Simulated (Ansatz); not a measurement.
Species: sum formula HPO (charge 0, singlet). SMILES: P=O
Coordinates optimised at B3LYP-D3(BJ)/def2-TZVP (Ansatz, a program for electronic structure):
```xyz
3

P     -0.0445    -0.0418    -0.4790
O     -0.0789     0.0248     1.0025
H      1.2993     0.4287    -0.8354
```

Quantity: atomisation energy (electronic, to ground-state atoms), in eV. Valence correlation only, unless marked. Open shells are spin-unrestricted. Spin-orbit coupling is left out. No relativistic terms. The coupled-cluster limit lacks core correlation, which all-electron functionals hold. Basis-set limits of correlation are two-point, X^-3; Hartree-Fock from the larger set (for Q and 5 zeta extrapolated as (X+1)exp(-9√X)).

```
level                                        program  atomisation energy (eV)  minus last row
------------------------------------  --------------  -----------------------  --------------
PBE0-D3(BJ)/def2-TZVP                 Ansatz + dftd3                     8.91           -0.32
PBE0-D4/def2-TZVPD                    Ansatz + dftd4                     8.94           -0.29
r2SCAN0-D4/def2-TZVPD                 Ansatz + dftd4                     8.58           -0.65
MP2/CBS(cc-pV(Q+d)Z,cc-pV(5+d)Z)              Ansatz                     9.56            0.33
SCS-MP2/aug-cc-pV(Q+d)Z                       Ansatz                     9.48            0.25
CCSD(T)/cc-pwCVTZ                             Ansatz                     8.76           -0.47
CCSD(T)/CBS(cc-pV(Q+d)Z,cc-pV(5+d)Z)          Ansatz                     9.23            0.00
```

The Hartree-Fock reference is unstable (checked in the largest basis), which strains HF and MP2.
